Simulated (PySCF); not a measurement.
## Cost against result

Saddle point of SiNH$_{6}$OF, closed shell (SiH₃OF ([OH][SiH2][F]) + NH₃ → SiNH₅O ([NH2][SiH2][OH]) + HF; bonds formed: Si1–N7, F2–H6; bonds broken: Si1–F2, H6–N7), PBE0-D4/def2-TZVP structure:

```
10
angstrom
Si -0.5758 -0.0894 0.5636
F 1.4586 -0.9095 0.2048
H -0.8820 -1.5239 0.7155
H -1.8818 0.6315 0.5516
O 0.2557 0.7896 1.6570
H 0.9462 -0.3371 -0.8750
N -0.0141 0.1780 -1.1875
H 1.1531 0.4387 1.7238
H -0.5405 -0.3262 -1.8912
H 0.0805 1.1484 -1.4626
```

Barriers are electronic and count from the start structure reached by relaxing down the imaginary mode.

PySCF 2.14 with density fitting (its default auxiliary sets; JK sets also for MP2 and CCSD(T)); basis: as named in each row; cores frozen in the correlated methods. B3LYP uses VWN-RPA correlation. Extrapolation: Hartree–Fock as exp(−7.88 √X), correlation as X^−2.97.

Times are rough, for one single point on 4 threads of a shared host (Arm Neoverse V2).

The estimate by CCSD(T) at an estimated basis limit (MP2 extrapolated from triple and quadruple zeta, plus CCSD(T) − MP2 in triple zeta) is 29.22 kcal/mol.

| method | basis | time (s) | barrier (kcal/mol) | method less estimate |
| --- | --- | --- | --- | --- |
| HF | STO-3G | under 1 | 55.06 | 25.84 |
| B3LYP-D4 | 6-31G | 3 | 13.92 | -15.29 |
| PBE0-D4 | def2-SVP | 4 | 22.75 | -6.47 |
| PBE-D4 | def2-SVP | 4 | 19.60 | -9.61 |
| MP2 | def2-QZVPP | 5 | 28.53 | -0.69 |
| SPW92 | def2-TZVPP | 10 | 15.98 | -13.24 |
| BHLYP-D4 | def2-TZVPP | 11 | 31.93 | 2.71 |
| PBE0-D4 | def2-TZVPP | 12 | 25.98 | -3.24 |
| B3LYP-D4 | def2-TZVPP | 12 | 28.45 | -0.76 |
| PBE-D4 | def2-TZVPP | 13 | 22.88 | -6.33 |
| CCSD(T) | def2-SVP | 21 | 28.66 | -0.56 |
| r2SCAN-D4 | def2-TZVPP | 31 | 25.93 | -3.29 |
| wB97M-V | def2-TZVPP | 160 | 28.20 | -1.02 |
| CCSD(T) | def2-TZVPP | 630 | 29.91 | 0.69 |

All methods are single points on the PBE0-D4 structures.

The T1 diagnostic stays at or below 0.013.

The step is the kind of exchange with an N–H group that builds nitride films in atomic layer and chemical vapour deposition.

Labels in which every atom is bracketed show which atoms are joined, not bond orders.
